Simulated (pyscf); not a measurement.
HO–Al(OH)–SH, singlet

Gas-phase minimum from PySCF at ωB97X-D3(BJ)/def2-SVP, one conformer. 

```xyz
7

O      0.9793     0.6015    -0.9007
Al    -0.3276    -0.1774    -0.1515
O     -0.3781    -0.3416     1.5355
S     -1.9935    -1.0016    -1.2693
H      1.1278     0.7518    -1.8353
H      0.2902    -0.0241     2.1459
H     -2.6064    -1.4319    -0.1482
```
Charge 0, spin multiplicity 1.

Bonded distances (Å): O1–Al2 1.696, O1–H5 0.958, Al2–O3 1.696, Al2–S4 2.169, O3–H6 0.959, S4–H7 1.348. Bond angles (°): Al2–O1–H5 128.5, O1–Al2–O3 120.5, O1–Al2–S4 122.6, O3–Al2–S4 116.9, Al2–O3–H6 125.5, Al2–S4–H7 92.4.

Properties at ωB97X-D3(BJ)/def2-SVP:

```json
{
 "harmonic_wavenumbers_unscaled": "167, 212, 222, 258, 307, 335, 472, 525, 576, 654, 838, 971, 2759, 3989, 4003 cm⁻¹",
 "zero_point_energy": "23.3 kcal/mol",
 "rotational_symmetry_number": "1",
 "Entropy of this conformer at 298 K and 1 atm, rigid rotor and harmonic oscillator, modes under 100 cm⁻¹ raised to 100": "331.4 J/(mol K)",
 "dipole_moment": "1.27 D"
}
```

Single-point totals, which compare only within one level (frozen core for MP2 and CC):

| level | total energy (hartree) |
|---|---|
| ωB97X-D3(BJ)/def2-TZVP | -793.19052 |
| PBE/def2-TZVP | -792.65977 |
| r²SCAN/def2-TZVP | -793.00591 |
| B3LYP-D3(BJ)/def2-TZVP | -793.18101 |
| PBE0-D3(BJ)/def2-TZVP | -792.71848 |
| M06-2X/def2-TZVP | -793.04044 |
| ωB97M-D3(BJ)/def2-TZVP | -793.25365 |
| HF/def2-TZVPP | -791.18810 |
| MP2/def2-TZVPP | -791.92341 |
| CCSD/def2-TZVPP | -791.94712 |
| CCSD(T)/def2-TZVPP | -791.97560 |

Soft torsions are taken as harmonic, which can shift the entropy by several J/(mol K). The CCSD(T) − MP2 part came from Ansatz, without density fitting, on the same reference.
